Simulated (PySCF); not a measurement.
PySCF input for Cl2OTi, SMILES [O]=[Ti]([Cl])[Cl] (connectivity only; charge and spin as stated), charge +1, multiplicity 2, ωB97X-D3(BJ)/def2-SVP. Geometry optimised at ωB97X-D3(BJ)/def2-SVP. The spin state was assumed, not searched. The isomer is the one that the SMILES or the coordinates give; other isomers of the formula were not compared.

```python
import numpy as np
from pyscf import gto, scf, dft, df
from pyscf.hessian import thermo

mol = gto.M(
    atom='''
    Ti   -0.81612723    0.41896829   -0.00000001
    Cl    0.95844572   -0.09851118    1.34125611
    Cl    0.95844573   -0.09851118   -1.34125610
    O    -1.82904446   -0.73349028   -0.00000000
    ''',
    basis='def2-SVP',
    charge=1,
    spin=1,
    max_memory=1600,
    verbose=3,
)
mf = dft.UKS(mol, xc='wb97x-d3bj').density_fit(auxbasis='def2-universal-jkfit')
mf.grids.level = 3
mf.conv_tol = 1e-11
mf.max_cycle = 100
mf.kernel()
fine, coarse = mf.grids, dft.Grids(mol).set(level=1).build(with_non0tab=True)
for _ in range(3):  # follow internal instabilities
    mf.grids = coarse
    mo, _, stable, _ = mf.stability(return_status=True, nroots=4)
    mf.grids = fine
    if stable:
        break
    mf.kernel(mf.make_rdm1(mo, mf.mo_occ))

# [left out here: the lines that compute and print the analytic Hessian (its translational invariance restored by hand, since the grid's response is missing), thermochemistry and intensities]
```

Output:

```

WARN: HOMO -0.37042300030988 >= LUMO -0.37042300030988

converged SCF energy = -1844.39344262361  <S^2> = 0.76277567  2S+1 = 2.0127351
<class 'pyscf.df.df_jk.DFUKS'> wavefunction is stable in the internal stability analysis

WARN: DFTD3 does not support analytical Hessian, using finite difference


WARN: Mole.unit (angstrom) is changed to Bohr

Mode                                 0                   1                   2
Irrep
Freq [cm^-1]                      163.8504            191.3847            214.9951
Reduced mass [au]                  20.8311             22.4452             32.5370
Force const [Dyne/A]                0.3295              0.4844              0.8861
Char temp [K]                     235.7442            275.3599            309.3300
Normal mode                   x     y     z       x     y     z       x     y     z
       0  Ti                -0.00  0.00 -0.03   -0.02 -0.05  0.00    0.05 -0.05 -0.00
       1  Cl                -0.06 -0.03 -0.02    0.05  0.02 -0.04   -0.02  0.02  0.09
       2  Cl                 0.06  0.03 -0.02    0.05  0.02  0.04   -0.02  0.02 -0.09
       3   O                 0.00 -0.00  0.19   -0.16  0.07  0.00   -0.07  0.05  0.00
Mode                                 3                   4                   5
Irrep
Freq [cm^-1]                      297.9917            441.0713           1235.4078
Reduced mass [au]                  37.8540             39.1683             19.2041
Force const [Dyne/A]                1.9805              4.4896             17.2689
Char temp [K]                     428.7437            634.6034           1777.4767
Normal mode                   x     y     z       x     y     z       x     y     z
       0  Ti                -0.00 -0.00 -0.09   -0.09  0.04 -0.00    0.05  0.06  0.00
       1  Cl                 0.06 -0.03  0.05    0.06 -0.02  0.06    0.00 -0.00  0.00
       2  Cl                -0.06  0.03  0.05    0.06 -0.02 -0.06    0.00 -0.00 -0.00
       3   O                -0.00  0.00  0.05   -0.00 -0.03  0.00   -0.14 -0.16 -0.00
temperature 298.1500 [K]
pressure 101325.00 [Pa]
Rotational constants [GHz] 3.48027 3.00429 1.81725
Symmetry number 1
Zero-point energy (ZPE) 0.00580 [Eh]   15220.691 [J/mol]
                           tot       elec      trans        rot        vib
Entropy [J/mol/K]       327.272      5.763    169.901    113.921     37.686
Cv [J/mol/K]             61.753      0.000     12.472     12.472     36.809
Cp [J/mol/K]             70.067      0.000     20.786     12.472     36.809
Internal energy [J/mol]                      3718.434   3718.434  21627.589
Internal energy [Eh]   -1844.38237  -1844.39344
Enthalpy [J/mol]                             6197.391   3718.434  21627.589
Enthalpy [Eh]          -1844.38143
Gibbs free energy [J/mol]                  -44458.667 -30247.204  10391.468
Gibbs free energy [Eh] -1844.41859
mode   freq/cm-1   IR/(km/mol)
   1      163.85        15.357
   2      191.38         4.859
   3      215.00        25.403
   4      297.99         0.770
   5      441.07        78.088
   6     1235.41       199.292
max |gradient| / (hartree/bohr): 9.433040195185643e-05
APT charges: [ 1.6537 -0.0248 -0.0248 -0.6044]
```

The calculation finished and met its thresholds.

Cost: about 110 core-seconds (a rough figure).
